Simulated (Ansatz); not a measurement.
Species: H2Se2 (charge +1, doublet). SMILES of the parent species: [SeH][SeH]

Atoms: Se1, Se2, H3, H4. Bonds: Se1-Se2, Se1-H3, Se2-H4.

Bond lengths (Å) and angles (degrees) optimised at HF/STO-3G with Ansatz (a program for electronic structure); HF/3-21G with Ansatz; HF/6-31G* with LANL2DZ past Ar with Ansatz; PBE/6-31G* with LANL2DZ past Ar with Ansatz; B3LYP/LANL2DZ with Ansatz; B3LYP/6-31G* with LANL2DZ past Ar with Ansatz, each started from the B3LYP-D3(BJ)/def2-TZVP structure (Ansatz) of the last column. A row stands for all coordinates that are equal there. 6-31G* holds six Cartesian d functions. No wavenumbers were computed at HF/STO-3G, PBE/6-31G* with LANL2DZ past Ar, B3LYP/LANL2DZ, so these may be saddle points.

```csv
coordinate,HF/STO-3G,HF/3-21G,HF/6-31G* with LANL2DZ past Ar,PBE/6-31G* with LANL2DZ past Ar,B3LYP/LANL2DZ,B3LYP/6-31G* with LANL2DZ past Ar,B3LYP-D3(BJ)/def2-TZVP
Se1-Se2,2.280,2.508,2.503,2.462,2.452,2.451,2.296
Se1-H3,1.466,1.474,1.480,1.522,1.506,1.506,1.481
Se2-Se1-H3,94.8,91.7 to 94.5,92.7 to 95.3,92.3,92.7,92.8,91.8
```

A range marks coordinates that this level makes unequal.

Mean signed difference of all 3 bond lengths from B3LYP-D3(BJ)/def2-TZVP: HF/STO-3G -0.015 Å, HF/3-21G 0.066 Å, HF/6-31G* with LANL2DZ past Ar 0.068 Å, PBE/6-31G* with LANL2DZ past Ar 0.082 Å, B3LYP/LANL2DZ 0.069 Å, B3LYP/6-31G* with LANL2DZ past Ar 0.069 Å.
